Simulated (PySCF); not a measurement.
All values below come from PBE-D3(BJ)/def2-TZVP // CAM-B3LYP-D3(BJ)/def2-TZVP (PySCF). Isolated molecules, 0 K electronic values unless said otherwise. One relaxed conformer stands for a flexible species; it need not be the lowest. 

Reference species (SMILES): `B=BN` (neutral, multiplicity 1).

```json
{
 "S1 oscillator strength": "0.000",
 "HOMO": "-3.99 eV"
}
```

Changed species: `B(B)=N`.

Problem. What does the change do to the S1 oscillator strength and HOMO?

Solution. the S1 oscillator strength hardly moves; the HOMO falls by 3.11 eV, to -7.10 eV.
